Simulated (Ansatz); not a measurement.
Reaction (ligand exchange at the Si–O bond): `O[SiH](Br)O[SiH3]` + NH₃ → `N[SiH](O)Br` + `O[SiH3]`

Program: Ansatz. Geometries: PBE0-D4/def2-TZVP. ΔE: electronic, gas phase. CBS: MP2 limit from def2 TZ/QZ plus the TZ coupled-cluster correction, frozen cores. This one scheme is used for every species. Functionals use def2-TZVPP. For Br outer-core shells are correlated without core-valence functions, which leaves a few kJ/mol of doubt a bond. Scalar relativity is left out up to krypton. Each species was taken in one conformer, which may not be the lowest.

```
             level  ΔE (kJ/mol)  difference from CCSD(T)/CBS
         r2SCAN-D4         63.7                         -2.3
          BHLYP-D4         71.6                          5.6
      CAM-B3LYP-D4         66.0                          0.0
               PBE         54.4                        -11.6
     HF/def2-TZVPP         70.4                          4.4
   CCSD/def2-TZVPP         66.3                          0.3
     HF/def2-QZVPP         71.9                          5.9
SCS-MP2/def2-QZVPP         66.8                          0.8
     MP2/CBS(def2)         65.1                         -0.9
    CCSD/CBS(def2)         66.4                          0.4
       CCSD(T)/CBS         66.0                            0
```

Largest T1 diagnostic among the species: 0.011.

Leaving LDA and LC-ωPBE aside and taking each functional with its dispersion term where it has one, the values, not all of them listed here, spread over 13.8 kJ/mol, from revPBE-D4 to BHLYP-D4. The D4 term adds +5.9 kJ/mol with B3LYP and +3.6 kJ/mol with PBE0; it sums over pairs of atoms, weighted by their polarisabilities, and B3LYP, whose exchange is more repulsive, gets the larger term.

B3LYP here is the variant with VWN-RPA as its local correlation; programs differ in this.
